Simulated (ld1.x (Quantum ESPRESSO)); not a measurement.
tin (Sn): one change to a TM potential, before and after

ld1.x (Quantum ESPRESSO) 7.5 input, shortened:

```
&input
   title='Sn', zed=50., rel=2, dft='PBE', iswitch=3,
   config='[Kr] 4d10 5s1 5p3 5d-2', rel_dist='average'
 /
 &inputp
   pseudotype=2, tm=.true., lloc=2,
   nlcc=.true.
 /
3
5S  1  0   1.00   0.00  1.70  1.70  0.0
5P  2  1   3.00   0.00  2.65  2.65  0.0
5D  3  2  -2.00   0.05  2.60  2.60  0.0
 &test
   configts(1)='5s1 5p3'
 /
```

Open shells are filled in proportion to 2j + 1 (rel_dist='average').

Change: wave 5s (bound): rc 1.70 bohr becomes 5s (bound): rc 1.32 bohr.

Cutoffs: the cutoffs (Ry, on a coarse ladder) from which the occupation-weighted sum of valence levels, in a spherical-Bessel basis at the reference potential, stays within 10 and 1 mRy of its value at 400 Ry; they do not see the model core or the augmentation charge, which bear on the density cutoff. Errors are all-electron minus pseudo energies relative to the spin-unpolarised reference configuration.

What does the change do?

The potential gets harder (18 Ry and 50 Ry → 110 Ry and 180 Ry); both files keep a bound ghost (p, s); the errors of the 7 common tests hardly move. A smaller radius makes the pseudo-wave follow the all-electron one further in, where it bends more sharply, so more plane waves are needed.

| quantity | base | changed |
| --- | --- | --- |
| cutoff, loose | 18 Ry | 110 Ry |
| cutoff, tight | 50 Ry | 180 Ry |
| loose cutoff by channel (10 mRy a level) | s 18 Ry, p 10 Ry | s 110 Ry, p 10 Ry |
| bound ghosts | s, p3/2, p1/2 | s, p3/2, p1/2 |
| error for 5s2 5p2, meV [ΔE -6.96 eV] | -22 | -23 |
| error for 5s2 5p1, meV [ΔE -0.07 eV] | -9.1 | -7.8 |
| error for 5s2 5p0, meV [ΔE 13.90 eV] | -41 | -37 |
| error for 5s2 5p2.3, meV [ΔE -7.81 eV] | -28 | -30 |
| error for 5s2 5p1.5, meV [ΔE -4.34 eV] | -13 | -13 |
| error for 5s1 5p2, meV [ΔE 7.56 eV] | -18 | -18 |
| error for 5s1 5p0, meV [ΔE 44.87 eV] | -257 | -260 |
| s: phases at 2.91 bohr within 0.05 rad from the reference energy up to (Ry; the scan ends near 5) | 1.3 | 1.1 |
| p1/2: phases at 2.91 bohr within 0.05 rad from the reference energy up to (Ry; the scan ends near 5) | 1.7 | 1.7 |
| p3/2: phases at 2.91 bohr within 0.05 rad from the reference energy up to (Ry; the scan ends near 5) | 1.9 | 1.9 |
| d3/2: phases at 2.91 bohr within 0.05 rad from the reference energy up to (Ry; the scan ends near 5) | 0.6 | 0.6 |
| d5/2: phases at 2.91 bohr within 0.05 rad from the reference energy up to (Ry; the scan ends near 5) | 0.5 | 0.5 |

 A true bound ghost makes a file unfit for plane-wave use even where its test errors are small: the radial tests pick states by their node count and pass the ghost by.
